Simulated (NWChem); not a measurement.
System: CH₈OSi₂; SMILES C[SiH2]O[SiH3]

```xyz
12

Si    -0.1020    -2.0579     0.0000
O     -0.2287    -0.4085     0.0000
Si     0.5570     1.0571     0.0000
C     -0.7107     2.4243     0.0000
H      0.6312    -2.5293    -1.2147
H      0.6312    -2.5293     1.2147
H     -1.4750    -2.6381     0.0000
H      1.4295     1.1480     1.2128
H      1.4295     1.1480    -1.2128
H     -0.2148     3.4079     0.0000
H     -1.3531     2.3631    -0.8918
H     -1.3531     2.3631     0.8918
```
Atoms are numbered in this order, from 1.

All runs: NWChem. Pople sets run with spherical d functions. Coordinates come from a PBE0/def2-SVP optimisation. Total energies compare along this basis series because the functional is fixed.

```json
[
 {"level": "PBE0/STO-3G", "basis functions": "36", "energy (Ha)": "-688.5681", "highest occupied level (eV)": "-3.81", "orbital gap (eV)": "10.11", "dipole (D)": "0.34"},
 {"level": "PBE0/3-21G", "basis functions": "60", "energy (Ha)": "-693.0931", "highest occupied level (eV)": "-7.97", "orbital gap (eV)": "8.86", "dipole (D)": "0.48"},
 {"level": "PBE0/6-31G*", "basis functions": "80", "energy (Ha)": "-696.7774", "highest occupied level (eV)": "-8.31", "orbital gap (eV)": "8.78", "dipole (D)": "0.60"},
 {"level": "PBE0/6-31+G*", "basis functions": "96", "energy (Ha)": "-696.7854", "highest occupied level (eV)": "-8.49", "orbital gap (eV)": "8.37", "dipole (D)": "0.59"},
 {"level": "PBE0/6-311G**", "basis functions": "136", "energy (Ha)": "-696.8673", "highest occupied level (eV)": "-8.43", "orbital gap (eV)": "8.58", "dipole (D)": "0.52"},
 {"level": "PBE0/6-311++G**", "basis functions": "160", "energy (Ha)": "-696.8705", "highest occupied level (eV)": "-8.50", "orbital gap (eV)": "___", "dipole (D)": "0.53"}
]
```

Task: Complete the blanks.

Result: 
- PBE0/6-311++G**, orbital gap (eV): 8.29
